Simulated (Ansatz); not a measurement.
Reaction (cleavage of the Si–Si bond): `C[SiH2][SiH2][AsH2]` + `N[SiH](O)O` → `C[SiH2]N[SiH](O)O` + `[SiH3][AsH2]`

Calculated with Ansatz (gas phase, PBE0-D4/def2-TZVP geometries, no zero-point term in ΔE). CCSD(T)/CBS adds triple-zeta CCSD(T) − MP2 to the extrapolated MP2 energy (def2 sets, frozen cores). This one scheme is used for every species. DFT in def2-TZVPP. For As outer-core shells are correlated without core-valence functions, which leaves a few kJ/mol of doubt a bond. Scalar relativity is left out up to krypton. Each species was taken in one conformer, which may not be the lowest.

```tsv
level	ΔE (kJ/mol)
r2SCAN-D4	-48.8
PBE	-35.5
PBE0	-41.9
HF/def2-TZVPP	-73.2
CCSD/def2-TZVPP	-57.7
SCS-MP2/def2-QZVPP	-62.8
MP2/CBS(def2)	-58.3
CCSD/CBS(def2)	-56.8
```

Q: What does CCSD(T)/CBS give? (Estimate.)

A: Computed: -54.1 kJ/mol. The listed levels differ from it by 5.3, 18.6, 12.2, -19.1, -3.6, -8.7, -4.2, -2.7 kJ/mol.

Largest T1 diagnostic among the species: 0.012.

From PBE to PBE0 (25 % exact exchange), in def2-TZVPP and without D4, ΔE moves by −6.4 kJ/mol. In def2-TZVPP, CCSD(T) changes the Hartree–Fock value by +18.2 kJ/mol (the triples alone add +2.7 kJ/mol) and MP2 by +14.0 kJ/mol.
